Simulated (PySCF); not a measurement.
Method: TPSSh-D3(BJ)/def2-TZVP run with PySCF. All species are isolated molecules in the gas phase. One relaxed conformer stands for a flexible species; it need not be the lowest. Delta-SCF ions had no search for a lower state. Excitations are Tamm–Dancoff values on a coarser integration grid. The basis has no diffuse functions, so Rydberg states are missing or too high.

Reference species (SMILES): `N[Si](N)(Cl)Cl` (neutral, multiplicity 1).

- vertical ionisation energy (Delta-SCF) = 9.65 eV
- HOMO = -7.20 eV
- T1 excitation (TDA) = 6.70 eV

Changed species: `N[Si](N)(N)N` (4 of 4 Cl replaced by NH2; the reference has 2 of 4 Cl replaced by NH2).

Q: Predict the effect on the vertical ionisation energy (Delta-SCF), HOMO and T1 excitation (TDA).

A: the vertical ionisation energy (Delta-SCF) drops by 1.34 eV, to 8.31 eV; the HOMO rises by 1.32 eV, to -5.88 eV; the T1 excitation (TDA) falls by 0.89 eV, to 5.81 eV.
